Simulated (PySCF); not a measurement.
GeF3I, SMILES [F][Ge]([F])([F])[I].

Geometry: B3LYP-D3(BJ)/def2-SVP. The def2 effective core potentials stand for the cores of I; spin–orbit coupling is left out.

Calculation: r2SCAN/def2-TZVP (PySCF).

Symmetry labels are those of the subgroup Cs that the program uses (full group C3v).

**Question.** List the valence orbital energies around the gap with their symmetry. (Estimate from the structure and the level; the computed values follow.)

**Answer.** 
| orbital | symmetry | energy (eV) |
|---|---|---|
| HOMO−7 | A' | -11.07 |
| HOMO−6 | A" | -11.07 |
| HOMO−5 | A" | -10.72 |
| HOMO−4 | A' | -10.72 |
| HOMO−3 | A" | -10.49 |
| HOMO−2 | A' | -9.94 |
| HOMO−1 | A' | -8.05 |
| HOMO | A" | -8.05 |
| LUMO | A' | -3.30 |
| LUMO+1 | A' | -0.19 |
| LUMO+2 | A" | -0.19 |
| LUMO+3 | A' | 0.93 |
